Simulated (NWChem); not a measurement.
A series in which one site is exchanged, each optimised at PBE0/def2-SVP with NWChem, gas phase unless a solvent is named. All stand in one matching conformer (torsions within 35°), which need not be the lowest. Low-valent species are run as closed-shell singlets; no triplet was tried in these runs. Some are not confirmed as minima by frequencies. def2 effective core potentials on Sn, Pb; no spin-orbit coupling.

A: [NH2][Pb][OH] (PbNH$_{3}$O; site = Pb)
B: [OH][Sn][NH2] (SnNH3O; site = Sn)
C: N[Si]O (SiNH3O; site = Si)
D: [Ge]([NH2])[OH] (GeNH3O; site = Ge)

```tsv
quantity	A	B	C	D
dipole (D), PBE0/def2-SVP	2.40	?	3.37	2.92
orbital gap (eV), PBE0/def2-SVP	5.16	?	6.23	6.36
static polarisability, PBE/def2-SVPD (bohr³)	60.8	?	46.9	48.4
lowest singlet excitation, PBE/def2-SVPD, TDA (eV)	4.24	?	5.58	5.51
```

Q: Complete the blanks.

A: 
- dipole (D), PBE0/def2-SVP, B: 2.42
- orbital gap (eV), PBE0/def2-SVP, B: 5.67
- static polarisability, PBE/def2-SVPD (bohr³), B: 58.5
- lowest singlet excitation, PBE/def2-SVPD, TDA (eV), B: 4.64
